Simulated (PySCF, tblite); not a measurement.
Species: C4H8BFO2.
Cartesian coordinates in Å at the PBE0-D3(BJ)/def2-SVP level; atoms count from 1:
```
atom  x, y, z in Å
C1     0.510    2.250    0.148
O2     0.881    0.900    0.162
B3    -0.012   -0.118    0.002
C4    -1.540    0.095   -0.207
C5    -2.338   -0.955   -0.402
F6    -3.649   -0.848   -0.580
O7     0.463   -1.393    0.025
C8     1.826   -1.664    0.221
H9     0.025    2.534   -0.801
H10   -0.177    2.495    0.976
H11    1.417    2.860    0.265
H12   -2.014    1.082   -0.197
H13   -1.996   -1.995   -0.434
H14    2.116   -1.511    1.274
H15    2.467   -1.021   -0.402
H16    2.009   -2.717   -0.041
```

Jobs on this species (16 atoms, 62 electrons) with PySCF (density fitting) and tblite. Hardware of each: an Arm Neoverse N1 with one thread, shared host. Times come from a shared host and carry two figures at best.

```tsv
level and settings	work	basis functions	SCF cycles	wall time
KT2/pcSseg-1	shieldings	176	?	?
PBE0-D3(BJ)/def2-SVP, grid level 1	geometry optimisation from a GFN2-xTB start shaken at random	152	?	?
delta-SCF UKS SCAN, pcX-2 on the ionised atom, pcseg-1 elsewhere, spin-free X2C	ΔSCF core ionisation, 6 holes	183	116	2.1 min
PBE0/def2-SVPD	10 singlets by full TDDFT, 4 Tamm–Dancoff triplets, polarisability, ΔSCF ions	233	14	4.8 min
GFN2-xTB	L-BFGS relaxation	–	–	1.4 s
B3LYP/pcJ-1	spin–spin couplings from 14 perturbed nuclei, spin–dipole term for 2 of them	296	14	2.6 min
PBE0/pcSseg-1	shieldings, charges and field gradients	176	14	42 s
GFN2-xTB	Hessian by finite differences	–	–	0.75 s
```

Problem. Fill in the missing figures.

Solution. 
- KT2/pcSseg-1; shieldings: 50 s, 16 SCF cycles
- PBE0-D3(BJ)/def2-SVP, grid level 1; geometry optimisation from a GFN2-xTB start shaken at random: 2.2 min, 58 SCF cycles

Problem. What do all jobs in the table cost together?

Solution. About 13 min; the longest takes about 36 % of that, and about 380 times as long as the shortest.
